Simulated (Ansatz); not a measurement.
C2H6AlNSe can be A, `[NH2][AlH][CH2]C=[Se]`, or B, `[CH3][AlH][C](=N)[SeH]`.

Program: Ansatz. Geometries: PBE0-D4/def2-TZVP. ΔE: electronic, gas phase. CCSD(T)/CBS is the MP2 limit (def2-TZVPP, def2-QZVPP) plus CCSD(T) − MP2 in def2-TZVPP, frozen cores. Functionals use def2-TZVPP. B3LYP here is the variant with VWN-RPA as its local correlation; programs differ in this. For Se outer-core shells are correlated without core-valence functions, which leaves a few kJ/mol of doubt a bond. Scalar relativity is left out up to krypton. One conformer a species, not always the lowest.

Task: Which isomer does CCSD(T)/CBS put lower? Give the gap. (An estimate is asked.)

Result: The calculation gave: A, by 119.6 kJ/mol.

Task: Give E(B) − E(A) in kJ/mol with ωB97M-V, B3LYP, B3LYP-D4, PBE-D4, B2PLYP, CCSD/def2-TZVPP, MP2/def2-TZVPP. (Estimate.)

Result: Ansatz gave: ωB97M-V 113.1, B3LYP 111.0, B3LYP-D4 112.5, PBE-D4 106.0, B2PLYP 117.0, CCSD/def2-TZVPP 112.6, MP2/def2-TZVPP 124.1. None reverses the order clearly.

Largest T1 diagnostic: 0.017.

From PBE to PBE0 (25 % exact exchange), in def2-TZVPP and without D4, E(B) − E(A) moves by +7.3 kJ/mol.
